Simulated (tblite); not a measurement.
Record of a relaxation.

C4H8F2Si.
SMILES with atom numbers: `[CH3:1][C@@:2]1([CH:3]([F:4])[F:5])[CH2:6][SiH2:7]1` (hydrogens: H8, H9, H10 on C1; H11 on C3; H12, H13 on C6; H14, H15 on Si7)

Computed with GFN2-xTB (tblite), gas phase: L-BFGS steps from a force-field or distance-geometry start until the largest atomic force falls under 0.01 eV/Å. 13 of its 48 geometries are shown.

Step 0: E = -647.0701 eV, largest atomic force 2.285 eV/Å
```
atom  x, y, z in Å  |  force x, y, z in eV/Å
C1      1.568   -0.165   -0.258    0.235   0.320  -0.235
C2      0.090    0.122   -0.058    0.939  -0.166   0.284
C3     -0.189    1.455    0.561    0.098   0.060  -0.768
F4      0.415    2.429   -0.185   -0.087   0.230   0.357
F5      0.347    1.514    1.808   -0.044   0.241  -0.079
C6     -0.886   -0.483   -1.028   -0.741  -0.368  -0.120
Si7    -0.912   -1.240    0.693   -1.437  -1.693   0.538
H8      1.988    0.568   -0.957    0.000  -0.113   0.089
H9      1.753   -1.163   -0.670   -0.242   0.243   0.130
H10     2.110   -0.079    0.688   -0.101   0.019  -0.148
H11    -1.264    1.709    0.626    0.260  -0.045   0.035
H12    -0.524   -1.159   -1.790    0.171   0.626  -0.211
H13    -1.785    0.064   -1.274    0.346   0.266  -0.391
H14    -2.235   -0.923    1.271    0.583  -0.122   0.138
H15    -0.481   -2.642    0.549    0.019   0.501   0.382
```

Step 4: E = -647.3433 eV, largest atomic force 0.570 eV/Å
```
atom  x, y, z in Å  |  force x, y, z in eV/Å
C1      1.579   -0.153   -0.267   -0.213  -0.094   0.057
C2      0.100    0.065   -0.023   -0.219   0.193  -0.005
C3     -0.174    1.442    0.520   -0.062  -0.014   0.310
F4      0.414    2.462   -0.162    0.012  -0.219  -0.153
F5      0.339    1.544    1.787    0.061   0.020   0.027
C6     -0.930   -0.526   -1.001    0.129   0.283  -0.416
Si7    -1.007   -1.328    0.676    0.105   0.148  -0.166
H8      1.998    0.574   -0.965   -0.142  -0.001   0.022
H9      1.733   -1.148   -0.664    0.107  -0.160  -0.106
H10     2.111   -0.072    0.678    0.107   0.058   0.002
H11    -1.239    1.698    0.619   -0.084  -0.101  -0.181
H12    -0.504   -1.085   -1.821    0.060   0.158  -0.130
H13    -1.746    0.107   -1.323    0.210   0.152  -0.064
H14    -2.217   -0.928    1.324   -0.263   0.007   0.506
H15    -0.460   -2.645    0.601    0.194  -0.428   0.296
```

Step 8: E = -647.4464 eV, largest atomic force 0.494 eV/Å
```
atom  x, y, z in Å  |  force x, y, z in eV/Å
C1      1.559   -0.166   -0.263    0.086  -0.032   0.007
C2      0.079    0.056   -0.006    0.152  -0.121   0.077
C3     -0.178    1.433    0.537   -0.038  -0.042  -0.104
F4      0.414    2.434   -0.179   -0.018  -0.161  -0.084
F5      0.344    1.563    1.790   -0.086  -0.019   0.032
C6     -0.921   -0.499   -1.035    0.035   0.040   0.059
Si7    -1.050   -1.357    0.637   -0.018   0.015  -0.048
H8      1.966    0.571   -0.961   -0.198  -0.052  -0.007
H9      1.737   -1.158   -0.673   -0.034   0.040   0.056
H10     2.123   -0.062    0.666   -0.066  -0.063  -0.022
H11    -1.248    1.677    0.589   -0.069   0.027   0.085
H12    -0.476   -1.019   -1.871    0.070   0.057  -0.027
H13    -1.700    0.170   -1.367   -0.013   0.126  -0.017
H14    -2.223   -0.945    1.429    0.418  -0.228  -0.131
H15    -0.430   -2.691    0.686   -0.221   0.413   0.125
```

Step 12: E = -647.4921 eV, largest atomic force 0.106 eV/Å
```
atom  x, y, z in Å  |  force x, y, z in eV/Å
C1      1.554   -0.178   -0.257   -0.011   0.018   0.002
C2      0.081    0.038    0.011   -0.043   0.028  -0.047
C3     -0.189    1.418    0.538    0.003  -0.039  -0.003
F4      0.410    2.389   -0.206   -0.022   0.014  -0.021
F5      0.329    1.569    1.794   -0.089   0.016  -0.056
C6     -0.909   -0.472   -1.053   -0.021  -0.009  -0.013
Si7    -1.063   -1.356    0.603    0.049   0.060  -0.045
H8      1.917    0.565   -0.966    0.028   0.025  -0.074
H9      1.736   -1.165   -0.671   -0.027  -0.044   0.035
H10     2.124   -0.068    0.662    0.038  -0.030   0.046
H11    -1.261    1.669    0.587    0.066  -0.028   0.050
H12    -0.451   -0.974   -1.897    0.003   0.042   0.049
H13    -1.672    0.221   -1.387    0.057   0.012   0.054
H14    -2.165   -0.990    1.468   -0.042  -0.003   0.029
H15    -0.448   -2.656    0.752    0.010  -0.060  -0.007
```

Step 16: E = -647.4945 eV, largest atomic force 0.053 eV/Å
```
atom  x, y, z in Å  |  force x, y, z in eV/Å
C1      1.556   -0.177   -0.258    0.011  -0.012  -0.007
C2      0.082    0.041    0.007    0.023  -0.017   0.040
C3     -0.189    1.416    0.535   -0.010   0.023  -0.001
F4      0.407    2.390   -0.210   -0.018   0.017  -0.012
F5      0.320    1.571    1.791    0.016   0.010   0.015
C6     -0.909   -0.472   -1.053    0.012   0.008   0.015
Si7    -1.060   -1.354    0.603    0.003  -0.013   0.025
H8      1.919    0.564   -0.973    0.024  -0.039   0.001
H9      1.732   -1.169   -0.665   -0.010  -0.006   0.013
H10     2.127   -0.071    0.664   -0.005   0.009  -0.028
H11    -1.258    1.665    0.592   -0.049  -0.010  -0.019
H12    -0.449   -0.970   -1.894    0.003   0.006  -0.019
H13    -1.667    0.226   -1.381   -0.003   0.028   0.008
H14    -2.167   -0.992    1.469    0.014  -0.013  -0.014
H15    -0.449   -2.660    0.752   -0.011   0.009  -0.018
```

Step 20: E = -647.4963 eV, largest atomic force 0.053 eV/Å
```
atom  x, y, z in Å  |  force x, y, z in eV/Å
C1      1.559   -0.180   -0.259   -0.014  -0.016   0.025
C2      0.087    0.042    0.012   -0.027   0.021  -0.016
C3     -0.194    1.419    0.533   -0.004  -0.031   0.026
F4      0.395    2.393   -0.218   -0.036  -0.004   0.034
F5      0.314    1.579    1.790    0.007   0.045  -0.028
C6     -0.905   -0.466   -1.050   -0.005   0.003   0.008
Si7    -1.055   -1.354    0.606   -0.003   0.015  -0.050
H8      1.927    0.550   -0.981   -0.002  -0.020  -0.009
H9      1.725   -1.178   -0.655    0.009  -0.026  -0.013
H10     2.131   -0.072    0.659    0.041   0.023   0.025
H11    -1.268    1.656    0.591    0.036  -0.004  -0.024
H12    -0.445   -0.960   -1.897   -0.031   0.028   0.031
H13    -1.659    0.242   -1.372    0.021  -0.036   0.009
H14    -2.164   -1.000    1.471    0.001   0.003   0.000
H15    -0.452   -2.664    0.748    0.007  -0.001  -0.018
```

Step 24: E = -647.4976 eV, largest atomic force 0.041 eV/Å
```
atom  x, y, z in Å  |  force x, y, z in eV/Å
C1      1.561   -0.185   -0.257    0.013  -0.004   0.005
C2      0.090    0.043    0.014    0.015  -0.017   0.017
C3     -0.197    1.419    0.535    0.013   0.014  -0.007
F4      0.381    2.397   -0.219    0.009   0.009  -0.022
F5      0.312    1.592    1.788    0.000   0.010   0.016
C6     -0.903   -0.462   -1.046   -0.001   0.011  -0.011
Si7    -1.053   -1.354    0.604   -0.010  -0.009   0.004
H8      1.933    0.535   -0.987   -0.026  -0.006  -0.001
H9      1.720   -1.187   -0.648    0.010   0.001   0.027
H10     2.140   -0.069    0.658    0.001  -0.003  -0.001
H11    -1.272    1.649    0.586   -0.006  -0.012   0.020
H12    -0.447   -0.950   -1.895    0.009  -0.013  -0.019
H13    -1.654    0.248   -1.364   -0.039   0.009  -0.009
H14    -2.162   -1.004    1.470    0.001   0.004   0.000
H15    -0.453   -2.666    0.739    0.010   0.005  -0.018
```

Step 27: E = -647.4981 eV, largest atomic force 0.035 eV/Å
```
atom  x, y, z in Å  |  force x, y, z in eV/Å
C1      1.563   -0.188   -0.254   -0.020   0.003  -0.004
C2      0.092    0.043    0.017   -0.023  -0.001   0.026
C3     -0.196    1.420    0.535   -0.003   0.007   0.006
F4      0.375    2.399   -0.223    0.013  -0.005  -0.014
F5      0.311    1.601    1.789    0.011  -0.008  -0.011
C6     -0.902   -0.457   -1.047   -0.002  -0.009   0.004
Si7    -1.054   -1.355    0.602    0.004   0.008  -0.007
H8      1.930    0.527   -0.991    0.007   0.011  -0.008
H9      1.721   -1.192   -0.640    0.014  -0.012   0.024
H10     2.145   -0.067    0.658   -0.010   0.004  -0.007
H11    -1.272    1.644    0.588   -0.003  -0.005   0.013
H12    -0.448   -0.947   -1.897   -0.003   0.010  -0.005
H13    -1.657    0.252   -1.361    0.011  -0.008  -0.002
H14    -2.161   -1.006    1.470   -0.001   0.002   0.000
H15    -0.452   -2.666    0.732    0.007   0.003  -0.015
```

Step 31: E = -647.4985 eV, largest atomic force 0.034 eV/Å
```
atom  x, y, z in Å  |  force x, y, z in eV/Å
C1      1.562   -0.190   -0.253    0.010   0.001   0.004
C2      0.091    0.043    0.020    0.014  -0.004  -0.031
C3     -0.196    1.421    0.536   -0.001  -0.014  -0.006
F4      0.373    2.398   -0.227   -0.011  -0.017   0.002
F5      0.314    1.606    1.787    0.017  -0.002  -0.001
C6     -0.902   -0.456   -1.046   -0.001   0.002  -0.002
Si7    -1.054   -1.355    0.600   -0.005  -0.011   0.013
H8      1.929    0.522   -0.994   -0.010  -0.015   0.004
H9      1.723   -1.197   -0.630   -0.013   0.010   0.004
H10     2.146   -0.065    0.657   -0.013   0.023   0.009
H11    -1.273    1.641    0.592    0.002   0.021   0.004
H12    -0.448   -0.943   -1.898    0.009   0.004   0.003
H13    -1.657    0.252   -1.360    0.000   0.009   0.001
H14    -2.161   -1.006    1.470   -0.002  -0.005   0.000
H15    -0.449   -2.666    0.724    0.002  -0.001  -0.005
```

Step 35: E = -647.4991 eV, largest atomic force 0.048 eV/Å
```
atom  x, y, z in Å  |  force x, y, z in eV/Å
C1      1.560   -0.192   -0.249   -0.004   0.002   0.011
C2      0.090    0.042    0.021   -0.017  -0.007   0.044
C3     -0.197    1.419    0.537    0.009   0.014   0.003
F4      0.366    2.390   -0.237   -0.002   0.025  -0.018
F5      0.325    1.613    1.782    0.006  -0.026  -0.009
C6     -0.902   -0.453   -1.046   -0.004   0.002  -0.009
Si7    -1.056   -1.358    0.598    0.010   0.009  -0.021
H8      1.923    0.510   -1.000    0.013  -0.003  -0.018
H9      1.724   -1.204   -0.608   -0.004  -0.004  -0.011
H10     2.143   -0.050    0.659   -0.002   0.023   0.020
H11    -1.273    1.641    0.601    0.013   0.000   0.004
H12    -0.446   -0.932   -1.901    0.003  -0.023  -0.003
H13    -1.656    0.257   -1.357   -0.012   0.013   0.002
H14    -2.160   -1.009    1.471   -0.001  -0.013  -0.003
H15    -0.444   -2.666    0.707   -0.006  -0.012   0.007
```

Step 39: E = -647.4996 eV, largest atomic force 0.036 eV/Å
```
atom  x, y, z in Å  |  force x, y, z in eV/Å
C1      1.558   -0.192   -0.244    0.001   0.004  -0.005
C2      0.087    0.041    0.024    0.009   0.013  -0.032
C3     -0.195    1.420    0.537    0.003   0.004  -0.005
F4      0.361    2.389   -0.245    0.000   0.006   0.009
F5      0.337    1.612    1.777    0.012   0.009   0.003
C6     -0.903   -0.452   -1.047    0.005   0.006   0.003
Si7    -1.057   -1.360    0.595   -0.011  -0.013  -0.003
H8      1.921    0.500   -1.006   -0.004  -0.005   0.009
H9      1.723   -1.208   -0.595    0.005   0.009   0.020
H10     2.139   -0.035    0.664   -0.001  -0.004  -0.014
H11    -1.270    1.644    0.609   -0.002  -0.001   0.007
H12    -0.445   -0.930   -1.901   -0.013   0.000   0.006
H13    -1.657    0.261   -1.355    0.007  -0.006  -0.005
H14    -2.161   -1.014    1.470    0.002  -0.019  -0.005
H15    -0.442   -2.668    0.695   -0.014  -0.004   0.014
```

Step 43: E = -647.5000 eV, largest atomic force 0.028 eV/Å
```
atom  x, y, z in Å  |  force x, y, z in eV/Å
C1      1.557   -0.192   -0.241    0.006  -0.003  -0.004
C2      0.086    0.042    0.023   -0.004  -0.011   0.018
C3     -0.194    1.422    0.537   -0.003  -0.006   0.009
F4      0.354    2.391   -0.251   -0.003   0.001   0.012
F5      0.350    1.616    1.772    0.005   0.009  -0.008
C6     -0.903   -0.448   -1.048   -0.011  -0.008  -0.010
Si7    -1.059   -1.363    0.589    0.018   0.019   0.009
H8      1.918    0.489   -1.011    0.008   0.012  -0.011
H9      1.724   -1.212   -0.575    0.007  -0.013   0.001
H10     2.137   -0.022    0.665    0.005   0.004   0.004
H11    -1.269    1.644    0.618    0.000   0.005   0.005
H12    -0.447   -0.926   -1.902    0.004  -0.003  -0.017
H13    -1.656    0.265   -1.355   -0.011   0.005  -0.012
H14    -2.160   -1.024    1.468   -0.013  -0.008  -0.001
H15    -0.444   -2.671    0.689   -0.008  -0.002   0.006
```

Step 47: E = -647.5002 eV, largest atomic force 0.008 eV/Å
```
atom  x, y, z in Å  |  force x, y, z in eV/Å
C1      1.558   -0.192   -0.240    0.002   0.000   0.000
C2      0.086    0.042    0.023    0.003   0.003  -0.005
C3     -0.193    1.422    0.538    0.002   0.001   0.000
F4      0.352    2.392   -0.251   -0.003  -0.002  -0.007
F5      0.357    1.618    1.770   -0.002  -0.004   0.007
C6     -0.904   -0.448   -1.049    0.003   0.000   0.004
Si7    -1.058   -1.363    0.588   -0.007  -0.001   0.004
H8      1.919    0.487   -1.014    0.000  -0.007  -0.001
H9      1.726   -1.214   -0.568    0.004   0.004  -0.005
H10     2.136   -0.016    0.665    0.003   0.004  -0.002
H11    -1.268    1.645    0.623    0.001  -0.004   0.006
H12    -0.448   -0.927   -1.904    0.000   0.008   0.001
H13    -1.657    0.266   -1.357    0.003  -0.007  -0.002
H14    -2.163   -1.031    1.466   -0.007   0.000  -0.002
H15    -0.447   -2.673    0.689   -0.003   0.005   0.003
```

**Question.** Summarise the path.

**Answer.** The energy falls by 0.4302 eV from step 0 to step 47; nine tenths of that is first reached at step 9. It falls at every step. The largest force goes from 2.285 to 0.008 eV/Å. Among the bonds C2–Si7 changes most, from 1.850 to 1.898 Å; the atoms move by 0.150 Å rms after alignment.

**Question.** Follow the three bonds and two angles with the largest change from start to end.

**Answer.** 
| step | E above end (eV) | largest force (eV/Å) | C2–Si7 (Å) | C2–C6 (Å) | Si7–H14 (Å) | C6–Si7–H14 (°) | C6–Si7–H15 (°) |
| --- | --- | --- | --- | --- | --- | --- | --- |
| 0 | 0.4302 | 2.285 | 1.850 | 1.503 | 1.478 | 106.5 | 106.8 |
| 2 | 0.2529 | 0.652 | 1.907 | 1.527 | 1.431 | 106.7 | 107.3 |
| 4 | 0.1569 | 0.570 | 1.911 | 1.538 | 1.429 | 108.9 | 109.5 |
| 6 | 0.0967 | 0.473 | 1.911 | 1.543 | 1.458 | 111.4 | 112.1 |
| 8 | 0.0538 | 0.494 | 1.918 | 1.538 | 1.474 | 113.8 | 114.4 |
| 10 | 0.0225 | 0.298 | 1.915 | 1.537 | 1.459 | 116.2 | 116.7 |
| 12 | 0.0081 | 0.106 | 1.899 | 1.541 | 1.448 | 117.9 | 118.5 |
| 14 | 0.0066 | 0.056 | 1.897 | 1.540 | 1.450 | 118.0 | 118.6 |
| 16 | 0.0057 | 0.053 | 1.899 | 1.539 | 1.451 | 118.0 | 118.6 |
| 18 | 0.0050 | 0.054 | 1.900 | 1.539 | 1.451 | 118.0 | 118.6 |
| 20 | 0.0040 | 0.053 | 1.899 | 1.539 | 1.450 | 118.0 | 118.6 |
| 22 | 0.0031 | 0.044 | 1.898 | 1.539 | 1.450 | 118.0 | 118.6 |
| 25 | 0.0025 | 0.045 | 1.900 | 1.538 | 1.450 | 118.1 | 118.6 |
| 27 | 0.0021 | 0.035 | 1.900 | 1.539 | 1.450 | 118.1 | 118.5 |
| 29 | 0.0019 | 0.025 | 1.899 | 1.541 | 1.450 | 118.1 | 118.4 |
| 31 | 0.0018 | 0.034 | 1.898 | 1.540 | 1.450 | 118.1 | 118.2 |
| 33 | 0.0015 | 0.038 | 1.899 | 1.539 | 1.450 | 118.2 | 118.0 |
| 35 | 0.0011 | 0.048 | 1.899 | 1.539 | 1.450 | 118.2 | 117.7 |
| 37 | 0.0008 | 0.026 | 1.897 | 1.540 | 1.450 | 118.2 | 117.5 |
| 39 | 0.0006 | 0.036 | 1.897 | 1.540 | 1.450 | 118.2 | 117.5 |
| 41 | 0.0004 | 0.024 | 1.898 | 1.539 | 1.450 | 118.3 | 117.6 |
| 43 | 0.0002 | 0.028 | 1.899 | 1.538 | 1.450 | 118.5 | 117.7 |
| 45 | 0.0000 | 0.018 | 1.899 | 1.539 | 1.450 | 118.5 | 117.7 |
| 47 | 0.0000 | 0.008 | 1.898 | 1.540 | 1.450 | 118.5 | 117.7 |

The cost below is that of the whole relaxation. On an Arm Neoverse N1 with one thread, shared host with 64 logical CPUs at a one-minute load of 58, this took 0.48 s wall.
